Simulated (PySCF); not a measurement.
Start geometry of `CCB(C)P` from a GFN2-xTB structure with every atom displaced at random (by about 0.01 Å) (Å):
```
atom  x, y, z in Å
C1    -1.937    0.516    0.241
C2    -0.963   -0.398   -0.450
B3     0.553   -0.120   -0.166
C4     1.634   -1.311   -0.219
P5     1.171    1.578    0.403
H6    -1.880    0.457    1.316
H7    -2.969    0.296   -0.050
H8    -1.748    1.584   -0.036
H9    -1.221   -1.421   -0.184
H10   -1.102   -0.315   -1.523
H11    1.224   -2.181   -0.755
H12    2.576   -1.036   -0.622
H13    1.768   -1.638    0.796
H14    2.365    1.614   -0.252
H15    0.512    2.357   -0.516
```

Question: What comes out of this run: PySCF, PBE0-D3(BJ)/def2-SVP geometry optimisation, gas phase?

Answer: 
```
atom  x, y, z in Å
C1    -1.805    0.846   -0.001
C2    -0.798   -0.215   -0.425
B3     0.745    0.068   -0.285
C4     1.765   -1.115   -0.472
P5     1.387    1.750    0.346
H6    -1.680    1.119    1.059
H7    -2.844    0.507   -0.132
H8    -1.689    1.771   -0.587
H9    -1.003   -1.176    0.086
H10   -0.934   -0.467   -1.497
H11    1.417   -1.854   -1.212
H12    2.795   -0.817   -0.717
H13    1.810   -1.654    0.494
H14    2.552    1.912   -0.453
H15    0.547    2.667   -0.344
```

The energy falls by 5.7 kcal/mol over 11 energy and gradient evaluations, the largest force component goes from 0.0448 to 3.1e-04 Eh/bohr, and the atoms move by 0.276 Å rms after alignment. The bond that changes most is P5–H14 (three-coordinate phosphorus to P–H hydrogen), which lengthens by 0.059 Å. Bonds longer at the end by more than 0.005 Å: 11 of 14; shorter: 2. Among the angles that change most is C1–C2–B3, from 115.8° to 119.9°. Among the dihedrals that turn most is H10–C2–B3–P5, from 98° to 122°. Rotational constants go from 4025, 2946, 1801 to 3965, 2921, 1756 MHz. The orientation of the end geometry is arbitrary; only internal coordinates are fixed.

The run used 124 basis functions and 68 SCF cycles in all.

PBE0-D3(BJ)/def2-SVP frequencies: not computed here. One conformer, not necessarily the lowest.
